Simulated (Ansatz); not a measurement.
Sn(Cl)2(Br)(NH2) (BrCl2H2NSn), SMILES [Cl][Sn]([Cl])([NH2])[Br].

Geometry optimised at r2SCAN-D4/def2-SVP. The def2 effective core potentials stand for the cores of Sn; spin–orbit coupling is left out. Other conformers were not sampled.

Two levels are set side by side: PBE/def2-SVPD (Ansatz, a program for electronic structure) and PBE0/def2-SVPD (Ansatz). Energy differences of separate SCF runs at the same geometry; the states with an electron removed or added have multiplicity 2 and 2. Differences are taken from unrounded values.

```csv
quantity,PBE
vertical ionisation energy (eV),10.04
vertical electron affinity (eV),1.45
vertical singlet–triplet gap (eV),3.62
```

Q: These are the PBE values. What does PBE0 give? (An estimate is asked for; the answer gives what the named calculation found.)

A: 
```tsv
quantity	PBE0	PBE minus PBE0
vertical ionisation energy (eV)	10.49	-0.44
vertical electron affinity (eV)	1.37	0.08
vertical singlet–triplet gap (eV)	4.03	-0.41
```
